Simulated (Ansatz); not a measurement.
Hf2Te3. The state is a singlet with charge 0. Geometry PBE0-D4/def2-SVP.

```xyz
5

Hf   -0.305    1.154    0.571
Hf    0.305   -1.154   -0.571
Te    2.346    0.335    0.575
Te   -0.863    0.824   -2.126
Te   -1.482   -1.158    1.551
```

In the def2 sets Hf, Te take a core potential; there is no spin–orbit coupling. The restricted singlet is unstable towards broken spin symmetry at other levels; at PBE-D4/def2-SVP, PBE-D4/def2-TZVP, B97M-V/def2-TZVP, PBE0-D4/def2-SVP and others this wasn't settled. The structure comes from a short search, and lower isomers may exist.

**Question.** Estimate the orbital energies around the gap (eV) in Ansatz with PBE-D4/def2-SVP, PBE-D4/def2-TZVP, B97M-V/def2-TZVP, PBE0-D4/def2-SVP, PBE0-D4/def2-TZVP.

**Answer.** 
```
orbital  PBE-D4/def2-SVP  PBE-D4/def2-TZVP  B97M-V/def2-TZVP  PBE0-D4/def2-SVP  PBE0-D4/def2-TZVP
HOMO−13           -32.85            -32.82            -34.62            -35.60             -35.52
HOMO−12           -14.90            -14.83            -15.13            -16.63             -16.53
HOMO−11           -14.55            -14.50            -14.76            -16.23             -16.14
HOMO−10           -14.55            -14.50            -14.76            -16.23             -16.14
 HOMO−9            -7.51             -7.44             -7.60             -8.54              -8.46
 HOMO−8            -7.10             -7.04             -7.24             -8.12              -8.03
 HOMO−7            -6.80             -6.75             -6.91             -7.79              -7.71
 HOMO−6            -6.80             -6.75             -6.91             -7.79              -7.71
 HOMO−5            -6.15             -6.11             -6.25             -7.05              -6.97
 HOMO−4            -6.15             -6.11             -6.25             -7.05              -6.97
 HOMO−3            -6.07             -6.05             -6.22             -7.02              -6.97
 HOMO−2            -6.07             -6.05             -6.22             -7.02              -6.97
 HOMO−1            -4.78             -4.78             -4.84             -5.53              -5.50
   HOMO            -4.37             -4.32             -4.46             -5.32              -5.22
   LUMO            -3.05             -3.04             -2.92             -2.38              -2.34
 LUMO+1            -3.05             -3.04             -2.92             -2.38              -2.34
 LUMO+2            -2.45             -2.51             -2.66             -2.06              -2.08
 LUMO+3            -2.36             -2.48             -2.59             -1.91              -1.97
 LUMO+4            -2.36             -2.35             -2.25             -1.70              -1.62
 LUMO+5            -2.36             -2.35             -2.25             -1.70              -1.62
```
